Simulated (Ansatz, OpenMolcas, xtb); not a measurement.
Ligand exchange: CH2BrF + SiH2(SiH3)Cl → CH2ClF + SiH2(SiH3)Br

Species: CH2BrF (bromofluoromethane) `FCBr`, singlet; SiH2(SiH3)Cl, singlet; CH2ClF (chlorofluoromethane) `FCCl`, singlet; SiH2(SiH3)Br, singlet. The partners trade Br for Cl: C–Br and Si–Cl bonds give way to C–Cl and Si–Br.

Shapes, held fixed at every level: PBE0-D4/def2-TZVP. Programs: Ansatz 0.2.0, OpenMolcas 26.06, xtb 6.7.1. A level may come from different programs for different species; with the same settings they agree closely. The zero-point and thermal change to 298 K, harmonic and unscaled (PBE0-D4/def2-TZVP), is +0.5 kJ/mol.

```json
{"level": "GFN2-xTB", "kind": "semi-empirical", "ΔH(298 K) (kJ/mol)": "-7.6", "less CCSD(T)/def2-TZVPP": "-11.5"}
{"level": "B3LYP/6-31G* (spherical functions)", "kind": "global hybrid", "ΔH(298 K) (kJ/mol)": "+2.4", "less CCSD(T)/def2-TZVPP": "-1.5"}
{"level": "B3LYP-D4/def2-TZVPP", "kind": "global hybrid", "ΔH(298 K) (kJ/mol)": "+4.8", "less CCSD(T)/def2-TZVPP": "+0.9"}
{"level": "r2SCAN0-D4/def2-TZVPP", "kind": "global hybrid", "ΔH(298 K) (kJ/mol)": "+1.3", "less CCSD(T)/def2-TZVPP": "-2.6"}
{"level": "B2PLYP/def2-TZVPP", "kind": "double hybrid", "ΔH(298 K) (kJ/mol)": "+4.4", "less CCSD(T)/def2-TZVPP": "+0.5"}
{"level": "MP2/def2-TZVPP", "kind": "perturbation theory", "ΔH(298 K) (kJ/mol)": "+3.9", "less CCSD(T)/def2-TZVPP": "0.0"}
{"level": "CCSD(T)/def2-SVP", "kind": "coupled cluster or CI", "ΔH(298 K) (kJ/mol)": "-2.5", "less CCSD(T)/def2-TZVPP": "-6.4"}
{"level": "CCSD(T)/def2-TZVPP", "kind": "coupled cluster or CI", "ΔH(298 K) (kJ/mol)": "+3.9", "less CCSD(T)/def2-TZVPP": "0.0"}
```

The highest level, CCSD(T)/def2-TZVPP, gives ΔH(298 K) = +3.9 kJ/mol; the levels span -7.6 to +4.8. That is about zero within the method's error. They disagree on the sign: 6 of 8 are positive. The column of differences is taken from that level and isn't an error. No measured value is set beside it here. Relativity is left out for Br. Outer-core shells of Br are correlated in most correlated rows, in sets that cover them unevenly.
